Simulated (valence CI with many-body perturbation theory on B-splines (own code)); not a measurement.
**Which ion has this spectrum?**

A relativistic CI+MBPT calculation for an atom or ion with 5 electrons gives these levels (× 10³ cm⁻¹):

```tsv
J	Parity	E	g
1/2	odd	0.00	0.63
1/2	even	1674.3	2.09
3/2	odd	5712.1	1.31
3/2	even	6881.4	1.64
5/2	even	7175.4	1.33
1/2	even	7649.9	1.25
3/2	even	7662.2	0.97
3/2	odd	9422.4	1.33
5/2	even	12738	1.42
1/2	even	13457	1.91
3/2	even	13464	1.18
3/2	odd	14817	1.44
5/2	odd	14991	1.17
1/2	odd	15365	0.63
```

The energies are calculated, and their last digits are not significant.

**Question.** Which is it?
A. Dy61+
B. Nd55+
C. Sm57+
D. Eu58+

**Answer.** D. Eu58+, ground level (2s^2 2p1/2) J=1/2.
